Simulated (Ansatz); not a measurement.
C7H7O3S, SMILES Cc1ccc(S(=O)(=O)[O-])cc1, charge -1.

Coordinates come from a PBE0-D3(BJ)/def2-SVPD optimisation. The values are those of a single conformer.

Two levels are set side by side: PBE/def2-SVPD (Ansatz, a quantum-chemistry and plane-wave program) and CAM-B3LYP/def2-SVPD (Ansatz). Energy differences of separate SCF runs at the same geometry; the states with an electron removed or added have multiplicity 2. Differences are taken from unrounded values.

```csv
quantity,CAM-B3LYP
vertical ionisation energy (eV),4.83
vertical singlet–triplet gap (eV),4.07
```

Q: What does PBE give, and how far is it from CAM-B3LYP? (Estimate from the structure and the level; the computed values follow.)

A: 
```csv
quantity,PBE,PBE minus CAM-B3LYP
vertical ionisation energy (eV),4.12,-0.71
vertical singlet–triplet gap (eV),3.80,-0.27
```
